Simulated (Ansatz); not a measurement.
Computed with Ansatz on PBE0-D4/def2-TZVP structures; ΔE is electronic, products minus reactants. CCSD(T)/CBS is the MP2 limit (def2-TZVPP, def2-QZVPP) plus CCSD(T) − MP2 in def2-TZVPP, frozen cores. This one scheme is used for every species. DFT in def2-TZVPP. HSE06 is defined as in plane-wave codes. Triplets are unrestricted, without spin–orbit coupling. Elements past krypton have def2 core potentials. For Sn outer-core shells are correlated without core-valence functions, which leaves a few kJ/mol of doubt a bond. One conformer a species, not always the lowest.

Reaction (formal loss of a carbene): `[CH3][Sn]([OH])([OH])[OH]` → `[CH2]` (triplet) + `[OH][SnH]([OH])[OH]`

```csv
level,ΔE (kJ/mol),difference from CCSD(T)/CBS
PBE-D4,482.9,0.8
r2SCAN-D4,454.8,-27.3
B97M-V,469.5,-12.6
HSE06-D4,473.7,-8.4
CAM-B3LYP-D4,471.8,-10.3
ωB97X-V,485.3,3.2
B2PLYP,469.4,-12.7
revPBE,453.2,-28.9
BHLYP,448.8,-33.3
CAM-B3LYP,466.1,-16.0
LC-ωPBE,463.0,-19.1
CCSD/def2-SVP,441.1,-41.0
MP2/def2-TZVPP,485.7,3.6
HF/def2-QZVPP,323.9,-158.2
HF/CBS(def2),323.9,-158.2
CCSD/CBS(def2),469.7,-12.4
CCSD(T)/CBS,482.1,0
```

Problem. What do rigid-rotor, harmonic-oscillator terms from PBE0-D4/def2-TZVP frequencies (298.15 K, 1 bar) make of the CCSD(T)/CBS value? (Best estimate.)

Solution. The calculation gave: ΔZPE = -31.9 kJ/mol, ΔH = +454.7 kJ/mol, ΔS = 148 J/(mol·K), ΔG = +410.6 kJ/mol. Open shells count their whole term as degenerate.

Largest T1 diagnostic among the species: 0.014.

The D4 term adds +9.9 kJ/mol with B3LYP and +5.5 kJ/mol with PBE0; it sums over pairs of atoms, weighted by their polarisabilities, and B3LYP, whose exchange is more repulsive, gets the larger term. From r2SCAN to r2SCAN0 (25 % exact exchange), in def2-TZVPP and without D4, ΔE moves by −5.2 kJ/mol.

B3LYP here is the variant with VWN-RPA as its local correlation; programs differ in this.
